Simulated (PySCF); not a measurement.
A structure optimised at PBE-D3(BJ)/def2-SVP, used in a PySCF frequency run:

```
Ta
N 1 1.7872
H 2 1.0203 1 174.90
O 1 1.9349 2 112.16 3 61.22
H 4 0.9705 1 132.47 2 9.10
O 1 1.9349 2 112.16 3 -61.22
H 6 0.9705 1 132.47 2 -9.10
N 1 1.9970 2 103.81 3 180.00
H 8 1.0228 1 127.26 2 0.00
H 8 1.0266 9 109.63 1 -180.00
```
Charge 0, spin multiplicity 1.

Question: Write its SMILES, formula and point group.

Answer: [NH]=[Ta]([NH2])([OH])[OH], H5N2O2Ta, Cs

Question: What are its rotational constants (standard atomic weights)?

Answer: 3.0758, 3.0217, 2.7487 GHz
